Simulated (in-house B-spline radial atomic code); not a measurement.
**Binding energies in Mo16+**

NIST's tabulated ground configuration is [Ar] 3d8; each binding energy is the energy of the ion with one electron taken from that subshell, relaxed, less that of the parent. Computed with a radial B-spline atomic code at the basis-set limit: Dirac-Hartree-Fock, average of configuration, Fermi nucleus of rms radius 4.4091 fm. Energies include first-order Breit, QED and recoil terms.

| subshell | X-ray name | binding energy (eV) | -ε (eV) | relaxation (eV) |
| --- | --- | --- | --- | --- |
| 1s | K | 20467.5 | 20565.4 | 43.4 |
| 2s | L1 | 3330 | 3352.2 | 16.9 |
| 2p1/2 | L2 | 3086.3 | 3111.0 | 19.4 |
| 2p3/2 | L3 | 2981 | 3003.4 | 18.8 |
| 3s | M1 | 922.2 | 925.7 | 2.5 |
| 3p1/2 | M2 | 828.1 | 831.8 | 2.8 |
| 3p3/2 | M3 | 809 | 812.1 | 2.6 |
| 3d | M4,5 | 650.6 | 654.1 | 3.3 |

Relaxation = -ε minus the binding energy without Breit, QED and recoil terms.

Emission lines follow as differences of binding energies, with λ = 12398.42 eV·Å / E:

```csv
line,holes,energy (eV),wavelength (Å)
K-L3,1s → 2p3/2,17486.5,0.70903
K-L2,1s → 2p1/2,17381.2,0.71332
K-M3,1s → 3p3/2,19658.5,0.63069
L1-M3,2s → 3p3/2,2521.0,4.9181
L3-M1,2p3/2 → 3s,2058.8,6.0222
```

Problem. What screening constant σ does Moseley's law, E = (3/4)·13.6057 eV·(Z - σ)², need for K-L3?

Solution. σ = 0.60.

Moseley's non-relativistic formula needs a falling, then negative, screening constant for heavy elements, because relativity binds the 1s electron more strongly than the formula allows.

Problem. What does it cost to remove both a 3p1/2 and a 3d electron?

Solution. 1531.4 eV, which is 52.73 eV more than the two single binding energies together.

Problem. What does it cost to remove two 2s electrons?

Solution. 6788.9 eV, which is 128.9 eV more than the two single binding energies together.

Problem. What does it cost to remove both a 3s and a 3p3/2 electron?

Solution. 1778.8 eV, which is 47.63 eV more than the two single binding energies together.
